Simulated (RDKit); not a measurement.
Job for RDKit: UFF on H6OSi2 (SMILES [SiH3]O[SiH3]), a point of a torsion scan.

```python
from rdkit import Chem
from rdkit.Chem import AllChem, rdDetermineBonds

blocks = [
'''9

Si    1.59177665   -0.16979150    0.14470644
O     0.08285906   -0.38933410   -0.39045845
Si   -1.42788218   -0.72048334   -0.85887723
H     2.44728177   -1.07952470   -0.61492759
H     1.91324399    1.23283996   -0.10931910
H     1.59150702   -0.48537012    1.57205269
H    -1.68749809   -2.12009109   -0.52595913
H    -1.47246006   -0.48193816   -2.29995043
H    -2.30147223    0.18851456   -0.11954684
''',
]
mol = None
for b in blocks:
    f = Chem.MolFromXYZBlock(b)
    rdDetermineBonds.DetermineBonds(f, charge=0)
    mol = f if mol is None else Chem.CombineMols(mol, f)
Chem.SanitizeMol(mol)
print(Chem.MolToSmiles(Chem.RemoveHs(mol)))
ff = AllChem.UFFGetMoleculeForceField(mol, vdwThresh=100.0, ignoreInterfragInteractions=False)
e = ff.CalcEnergy()
print(f'UFF energy {e:.6f} kcal/mol')
```

The log:

```
[SiH3]O[SiH3]
UFF energy 80.599423 kcal/mol
```

The run finished.

Cost: roughly 0.010 core-seconds.
